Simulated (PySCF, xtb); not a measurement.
SnBr4, SMILES [Br][Sn]([Br])([Br])[Br].

Harmonic wavenumbers (cm⁻¹) from GFN2-xTB (xtb 6.7.1) at its own minimum, in rising order: 48, 48, 61, 61, 61, 148, 218, 219, 219.

Q: What does B3LYP-D3(BJ)/def2-SVP run with PySCF give at its own minimum? (An estimate is asked for; the answer gives what the named calculation found.)

A: 58, 58, 82, 82, 82, 208, 275, 275, 275. Paired by order, the mean absolute difference is 35 cm⁻¹ and the zero-point energies are 1.5 and 2.0 kcal/mol.
